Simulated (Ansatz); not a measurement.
One change: `[F][In]([F])[I]` becomes `FB(F)I`.

Ansatz, PBE0-D4/def2-TZVP geometries, multiplicity 1. 

Elements past krypton have def2 core potentials.

| property | `[F][In]([F])[I]` |
| --- | --- |
| LUMO energy (B3LYP/def2-TZVPP) / eV | -3.47 |
| HOMO–LUMO gap (B3LYP/def2-TZVPP) / eV | 4.88 |
| size of the dipole moment (PBE/def2-TZVPP) / D | 2.51 |
| HOMO energy (PBE/def2-TZVPP) / eV | -7.41 |
| HOMO–LUMO gap (PBE0/def2-TZVPP) / eV | 5.45 |
| HOMO energy (B3LYP/def2-TZVPP) / eV | -8.35 |

Task: What does the change do to each property? (Best estimate.)

Result: The calculation gave: 
| property | `FB(F)I` | shift |
| --- | --- | --- |
| LUMO energy (B3LYP/def2-TZVPP) / eV | -0.89 | 2.58 |
| HOMO–LUMO gap (B3LYP/def2-TZVPP) / eV | 6.99 | 2.11 |
| size of the dipole moment (PBE/def2-TZVPP) / D | 0.39 | -2.12 |
| HOMO energy (PBE/def2-TZVPP) / eV | -6.94 | 0.47 |
| HOMO–LUMO gap (PBE0/def2-TZVPP) / eV | 7.48 | 2.03 |
| HOMO energy (B3LYP/def2-TZVPP) / eV | -7.88 | 0.47 |

With PBE0 the HOMO rises by 0.46 eV and the LUMO rises by 2.48 eV, so the gap widens by about 2.02 eV. PBE moves the HOMO by 0.47 eV and ωB97M-V by 0.43 eV. Dipoles are sizes alone; their direction can turn.

B3LYP here is the variant with VWN-RPA as its local correlation; programs differ in this.

Spin–orbit coupling is left out; it splits and shifts lone-pair levels of the heavy atoms by tenths of an eV.
